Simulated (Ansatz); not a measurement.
`C#[C][Sn]([F])([F])[F]` + `CC(O)F` → `C#COC(C)F` + `[F][SnH]([F])[F]`  (substitution at a C–Sn bond)

Isolated molecules relaxed with PBE0-D4/def2-TZVP in Ansatz; ΔE leaves out vibrations. CBS: MP2 limit from def2 TZ/QZ plus the TZ coupled-cluster correction, frozen cores. DFT in def2-TZVPP. B3LYP here is the variant with VWN-RPA as its local correlation; programs differ in this. def2 core potentials past Kr. For Sn outer-core shells are correlated without core-valence functions, which leaves a few kJ/mol of doubt a bond. Each species was taken in one conformer, which may not be the lowest.

| level | ΔE (kJ/mol) | difference from CCSD(T)/CBS |
| --- | --- | --- |
| PBE-D4 | 86.8 | -31.6 |
| r2SCAN-D4 | 94.1 | -24.3 |
| PBE0-D4 | 92.7 | -25.7 |
| B3LYP-D4 | 94.2 | -24.2 |
| B2PLYP | 105.6 | -12.8 |
| PBE | 87.2 | -31.2 |
| r2SCAN | 94.5 | -23.9 |
| B3LYP | 94.6 | -23.8 |
| HF/def2-TZVPP | 109.1 | -9.3 |
| SCS-MP2/def2-TZVPP | 119.7 | 1.3 |
| CCSD(T)/def2-TZVPP | 116.7 | -1.7 |
| MP2/def2-QZVPP | 121.5 | 3.1 |
| SCS-MP2/def2-QZVPP | 121.0 | 2.6 |
| HF/CBS(def2) | 109.2 | -9.2 |
| MP2/CBS(def2) | 122.2 | 3.8 |
| CCSD/CBS(def2) | 118.2 | -0.2 |
| CCSD(T)/CBS | 118.4 | 0 |

Largest T1 diagnostic among the species: 0.015.

In def2-TZVPP, CCSD(T) changes the Hartree–Fock value by +7.7 kJ/mol (the triples alone add +0.1 kJ/mol) and MP2 by +11.5 kJ/mol. From PBE to PBE0 (25 % exact exchange), in def2-TZVPP and without D4, ΔE moves by +5.8 kJ/mol.
